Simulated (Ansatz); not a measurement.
A nudged elastic band was laid between two geometries of CH₃AlCl₂ (7 atoms, charge 0, multiplicity 1).

The calculation used Ansatz 0.2.0, RKS PBE0/6-31G.

```yaml
movable_images: 7
climbing_image: yes
spring: 5.0 eV/Å²
optimiser: quadratic models (default)
start_path: IDPP
force_threshold: 0.05 eV/Å
iteration_limit: 60
end_points: relaxed
```

First end point:

```xyz
7
Properties=species:S:1:pos:R:3
Cl -1.698 0.898 0.770
C -0.112 0.896 -0.301
Al 0.513 -0.883 0.268
Cl 0.125 -2.537 -1.122
H -0.449 1.006 -1.331
H 0.460 1.767 0.020
H 1.221 -1.216 1.650
```

Last end point:

```xyz
7
Properties=species:S:1:pos:R:3
Cl -0.099 1.757 1.091
C -0.577 0.647 -0.393
Al 0.381 -0.954 0.241
Cl 2.332 -1.348 -0.686
H -1.667 0.619 -0.404
H -0.189 1.148 -1.279
H -0.120 -1.937 1.385
```

Task: Which bonds break or form, and what moves?

Result: No bond is made or broken. The dihedral Cl1–C2–Al3–Cl4 goes from 101 to -101°. The two ends are copies of one structure, up to a mirror image or an exchange of like atoms.

Task: Give the energies along the band, and the barrier.

Result: It converged. The highest image is number 3 of 0 to 8, 2.0 kJ/mol above the ends, which have the same energy within 2 meV. A vibrational analysis at the climbing image gives no mode beyond 40i cm⁻¹: the surface is too flat there to confirm a saddle point. Limits of this set-up: no polarisation functions.

```json
{"image": "0", "path coordinate (Å)": "0.00", "energy (kJ/mol)": "0.0", "dihedral Cl1–C2–Al3–Cl4 (°)": "101"}
{"image": "1", "path coordinate (Å)": "0.57", "energy (kJ/mol)": "0.8", "dihedral Cl1–C2–Al3–Cl4 (°)": "120"}
{"image": "2", "path coordinate (Å)": "1.13", "energy (kJ/mol)": "1.8", "dihedral Cl1–C2–Al3–Cl4 (°)": "140"}
{"image": "3", "path coordinate (Å)": "1.70", "energy (kJ/mol)": "2.0", "dihedral Cl1–C2–Al3–Cl4 (°)": "160"}
{"image": "4", "path coordinate (Å)": "2.27", "energy (kJ/mol)": "2.0", "dihedral Cl1–C2–Al3–Cl4 (°)": "180"}
{"image": "5", "path coordinate (Å)": "2.83", "energy (kJ/mol)": "2.0", "dihedral Cl1–C2–Al3–Cl4 (°)": "-160"}
{"image": "6", "path coordinate (Å)": "3.40", "energy (kJ/mol)": "1.8", "dihedral Cl1–C2–Al3–Cl4 (°)": "-140"}
{"image": "7", "path coordinate (Å)": "3.96", "energy (kJ/mol)": "0.8", "dihedral Cl1–C2–Al3–Cl4 (°)": "-120"}
{"image": "8", "path coordinate (Å)": "4.53", "energy (kJ/mol)": "0.0", "dihedral Cl1–C2–Al3–Cl4 (°)": "-101"}
```

Task: What is the geometry of the highest image?

Result: 
```xyz
7
Properties=species:S:1:pos:R:3
Cl -1.352 1.464 1.131
C -0.311 0.797 -0.282
Al 0.468 -0.926 0.297
Cl 1.143 -2.235 -1.335
H -0.978 0.709 -1.143
H 0.433 1.567 -0.502
H 0.659 -1.443 1.787
```

The run took 2.9 min on 1 thread of Arm Neoverse N1, with other jobs on the host, peak memory 0.12 GiB.
